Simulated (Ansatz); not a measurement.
Cartesian coordinates in Å:
```
C -1.174 1.061 -0.895
Si 0.124 0.881 0.441
N -0.652 0.402 1.904
C 1.423 -0.326 -0.163
Al 0.627 -1.971 -0.820
H -1.897 1.839 -0.640
H -1.739 0.130 -1.026
H -0.723 1.312 -1.859
H 0.741 2.204 0.743
H -1.142 -0.476 1.965
H -0.229 0.635 2.788
H 2.085 -0.541 0.685
H 2.026 0.139 -0.952
H -0.244 -2.868 0.166
H 0.773 -2.421 -2.337
```

The species carries charge 0 and has multiplicity 1.

(1) List the r2SCAN/def2-TZVPP orbital energies in eV (Ansatz). (Best estimate.)

Answers

(1) Ansatz gave: Occupied: -1790.76, -1516.76, -384.52, -272.51, -272.17, -141.13, -110.28, -96.01, -95.99, -95.97, -70.66, -70.39, -70.37, -21.97, -18.24, -17.38, -12.71, -12.32, -10.61, -10.55, -10.09, -9.96, -9.28, -8.48, -7.87, -7.32, -6.85, -6.04. Lowest empty: -1.77, 0.46, 0.67, 1.36, 1.40, 1.92, 2.09, 2.37.
